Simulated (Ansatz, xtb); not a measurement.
**CH3Cu: which of two structures lies lower**

Structure I: the triplet with the links of `[CH3][Cu]`. Structure II: a singlet given by its coordinates. Both are isolated molecules in the gas phase, relaxed with B3LYP-D3(BJ)/def2-SVP.

I (Å):

```csv
atom,x (Å),y (Å),z (Å)
C,-0.4544,-2.7976,0.4675
Cu,-0.6807,-1.9631,2.3080
H,0.4077,-2.2856,0.0139
H,-0.2734,-3.8682,0.6477
H,-1.3986,-2.6041,-0.0638
```

II (Å):

```yaml
atoms:
  - { symbol: C, position_ang: [0.2254, -0.1078, -0.7965] }
  - { symbol: Cu, position_ang: [0.9437, -0.1528, 0.8806] }
  - { symbol: H, position_ang: [-0.7944, -0.4756, -1.0203] }
  - { symbol: H, position_ang: [0.4560, 0.6936, -1.5245] }
  - { symbol: H, position_ang: [0.8178, 0.5582, 2.2171] }
```

Close contacts (Å): C1–Cu2 1.83, C1–H3 1.11, C1–H4 1.11, Cu2–H5 1.52.

Question: Estimate which is lower in electronic energy at CCSD(T)/def2-TZVPP, and by roughly how much.

Answer: The CCSD(T)/def2-TZVPP calculation puts structure I lower, by 4.1 kcal/mol.

The same difference at several levels:

```csv
level,geometry,E(II) − E(I) (kcal/mol),departure from the last row (kcal/mol),"job, with rough time for the two"
B3LYP-D3(BJ)/def2-SVP,B3LYP-D3(BJ)/def2-SVP,+10.4,+6.3,"optimisation, 1.7 min"
HF/def2-TZVPP,B3LYP-D3(BJ)/def2-SVP,+70.8,+66.7,part of the CCSD(T) run
MP2/def2-TZVPP,B3LYP-D3(BJ)/def2-SVP,−38.3,−42.5,part of the CCSD(T) run
CCSD(T)/def2-TZVPP,B3LYP-D3(BJ)/def2-SVP,+4.1,,"single point, 5.3 min"
```

MP2/def2-TZVPP puts the two in the other order. The largest departure from CCSD(T)/def2-TZVPP is that of HF/def2-TZVPP, 66.7 kcal/mol. At CCSD(T)/def2-TZVPP a singlet with the links of I lies below this triplet. Levels run at GFN2-xTB geometries aren't shown.

With harmonic frequencies from B3LYP-D3(BJ)/def2-SVP (ideal gas, rigid rotor, one conformer each, 298.15 K, 1 atm): on the last row, ΔE + ΔZPE = +1.3, ΔH = +1.3, ΔG = +1.5 kcal/mol.

The T1 diagnostic of structures I and II is large, so the coupled-cluster value is less sure. Open shells are spin-unrestricted. The correlated steps freeze 6 core orbitals; the last core shell of Cu is correlated, in a basis made for valence electrons. ΔG holds the spin degeneracy. Run with Ansatz 0.2.0; the last row on 1 thread of Intel(R) Xeon(R) Processor @ 2.50GHz (Skylake/Cascade Lake) on a shared host.
